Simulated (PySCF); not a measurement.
SMILES C[CH2][Bi]([CH3])[CH3] (C₄H₁₁Bi), GFN2-xTB optimised geometry.

```
16

Bi    -0.82    -0.92     0.00
C      1.45    -0.92     0.00
H      1.81     0.00    -0.45
H      1.81    -1.76    -0.57
H      1.82    -0.98     1.01
C     -0.94     1.35     0.00
H     -0.06     1.76    -0.47
H     -1.01     1.72     1.02
H     -1.82     1.67    -0.55
C     -0.97    -1.08    -2.28
C     -0.09    -0.11    -3.02
H     -2.02    -0.93    -2.54
H     -0.71    -2.11    -2.54
H      0.96    -0.26    -2.76
H     -0.36     0.92    -2.78
H     -0.19    -0.23    -4.10
```

Density from PySCF 2.14.0 with PBE0/def2-TZVP, def2 effective core potentials past Kr at that geometry. The core electrons that the potentials of Bi replace are not part of the density.

Minimum of the electron density along straight lines between bonded atoms, close to the bond critical point (lines longer than 1.1 times the sum of covalent radii, or with two minima, are not listed):

```tsv
bond	length / Å	ρ at the minimum / e bohr⁻³	∇²ρ there / e bohr⁻⁵	position (fraction from the first atom)
Bi1–C2	2.270	0.097	0.07	0.53
C2–H3	1.080	0.280	-0.95	0.64
C2–H4	1.082	0.279	-0.94	0.64
C2–H5	1.083	0.279	-0.94	0.64
Bi1–C6	2.270	0.097	0.07	0.53
C6–H7	1.080	0.280	-0.95	0.64
C6–H8	1.083	0.279	-0.94	0.64
C6–H9	1.082	0.279	-0.94	0.64
Bi1–C10	2.289	0.096	…	0.53
C10–C11	1.515	…	…	0.50
C10–H12	1.088	0.278	-0.94	0.64
C10–H13	1.088	0.278	-0.94	0.64
C11–H14	1.087	0.280	-0.96	0.64
C11–H15	1.087	0.280	-0.96	0.64
C11–H16	1.091	0.276	-0.94	0.64
```

Q: Some entries are withheld; supply them.

A: 
- Bi1–C10, ∇²ρ there / e bohr⁻⁵: 0.06
- C10–C11, ρ at the minimum / e bohr⁻³: 0.248
- C10–C11, ∇²ρ there / e bohr⁻⁵: -0.61
